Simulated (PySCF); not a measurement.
**Shapes and spin states of BrCoN**

Computed with PBE0/[Co def2-TZVP, N def2-TZVP, Br def2-TZVP], no relativity, density fitting, PySCF.

Relaxations began from a few typed shapes and spin states; open shells are unrestricted. The search is not exhaustive: other isomers or separated fragments can lie lower, and high-lying points may rest on an excited occupation.

Problem. Which is the lowest minimum found?
A. quartet (⟨S²⟩ 4.29) C∞v: Co–Br 2.273 Å, Co–N 1.671 Å; Br–Co–N 180.0°
B. broken-symmetry Ms = 1/2 (⟨S²⟩ 2.22) C∞v: Co–Br 2.256 Å, Co–N 1.661 Å; Br–Co–N 180.0°
C. quartet Cs: Co–Br 2.235 Å, Co–N 1.581 Å; Br–Co–N 127.9°
D. broken-symmetry Ms = 1/2 (⟨S²⟩ 2.40) Cs: Co–Br 2.243 Å, Co–N 1.790 Å; Br–Co–N 163.8°
E. quartet Cs: Co–Br 2.241 Å, Co–N 1.582 Å; Br–Co–N 128.4°
F. sextet Cs: Co–Br 2.282 Å, Co–N 1.870 Å; Br–Co–N 169.1°

Solution. D. The others lie at 16.5 (quartet Cs), 17.2 (quartet Cs), 24.3 (quartet C∞v, a saddle point), 30.8 (sextet Cs), 33.3 (broken-symmetry Ms = 1/2 C∞v) kJ/mol above it.

For the lowest minimum: the determinant is spin-contaminated (⟨S²⟩ = 2.40, pure value 0.75). Open d and f shells are described by one determinant, and the ground state may have another occupation or spin.

The electron or spin density has lower symmetry than the nuclear frame for the quartet (⟨S²⟩ 4.29) C∞v at 24.3 kJ/mol, broken-symmetry Ms = 1/2 (⟨S²⟩ 2.22) C∞v at 33.3 kJ/mol.
